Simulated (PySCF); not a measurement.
# Reading the logs of faulty runs: BCGeH7Si

These are calculations, not measurements. The program is PySCF 2.14.0, an open-source quantum chemistry code, run on an isolated molecule that a program drew, which may never have been made. The molecule is BCGeH7Si (charge 0, singlet), drawn as the SMILES string `BC[SiH2][GeH]`.

Each row is a Hartree-Fock (HF) and frozen-core CCSD(T) single point in the cc-pV(D+d)Z basis, meant for a local HF minimum. Run 1 is clean. Each other run has one planted mistake out of seven kinds, and not every kind appears here: one electron removed, one electron added, multiplicity raised by two, geometry at a saddle point, minimal basis STO-3G, one bond length entered in bohr, all coordinates scaled. The reference is restricted for singlets and unrestricted otherwise, and also for a bond in bohr. Adding or removing an electron swaps singlet and doublet. Electrons count all cores. HOMO and LUMO are orbital energies over both spins, the gradient is its largest component, and the lowest frequency (negative if imaginary) is given only where the gradient is small. Bond lengths are over the 10 bonds as drawn. T1 is the CCSD diagnostic: over 0.02 (restricted) or 0.045 (unrestricted) a single reference is doubtful. Germanium has the cc-pVDZ-PP basis, with a core potential (ECP10MDF) in place of its 10 inner electrons, and its 3s, 3p and 3d shells are frozen in CCSD(T).

Geometry of the clean run:
```xyz
11
BCGeH7Si, angstrom
B     0.3542    0.9716    1.0977
C     1.1035   -0.3750    0.8606
Si    0.3840   -1.2160   -0.7016
Ge    1.5384   -3.3396   -1.2761
H     0.7478    1.9894    0.5928
H    -0.6597    1.0068    1.7430
H     0.9632   -1.0894    1.6784
H     2.1724   -0.2480    0.6677
H     0.5250   -0.3121   -1.8781
H    -1.0728   -1.4384   -0.5065
H     2.9534   -2.6295   -1.1984
```

```
run,electrons,basis functions,<S^2>,HOMO (eV),LUMO (eV),gradient (hartree/bohr),lowest frequency (cm^-1),mean bond (Å),longest bond (Å),T1,HF (hartree),CCSD(T) (hartree),mistake
1,64,109,0.000,-8.49,-0.07,1.3e-05,47,1.5113,2.484,0.0139,-648.89902,-649.38594,no fault
2,64,109,1.158,-8.33,0.20,1.4e-02,-,1.6439,2.816,0.0484,-648.80070,-649.27207,one bond length entered in bohr
3,65,109,0.762,-1.70,5.87,2.5e-02,-,1.5113,2.484,0.0184,-648.93032,-649.43133,one electron added
4,64,109,2.014,-7.92,-0.44,3.2e-02,-,1.5113,2.484,0.0153,-648.87900,-649.34916,multiplicity raised by two
5,63,109,0.775,-15.82,-6.62,4.2e-02,-,1.5113,2.484,0.0172,-648.62248,-649.08130,?
6,64,109,0.000,-8.50,-0.11,2.1e-02,-,1.5567,2.559,0.0140,-648.89175,-649.38208,?
```

**Which mistake was planted in run 5, and what did it cost?**

It counts 63 electrons, one fewer than the clean run, at the same geometry and basis. So the mistake is: one electron removed. Subtracting run 1 and multiplying by 627.51 kcal/mol a hartree, the energy moved by 173.5 kcal/mol in HF and 191.2 kcal/mol in CCSD(T).

**Which mistake was planted in run 6, and what did it cost?**

The mean and the longest bond both change by the same factor, 1.030, and the gradient is no longer small. So the mistake is: all coordinates scaled. Subtracting run 1 and multiplying by 627.51 kcal/mol a hartree, the energy moved by 4.6 kcal/mol in HF and 2.4 kcal/mol in CCSD(T).

Cautions from the logs. Run 2: T1 is over the limit, so its CCSD(T) energy is less reliable.
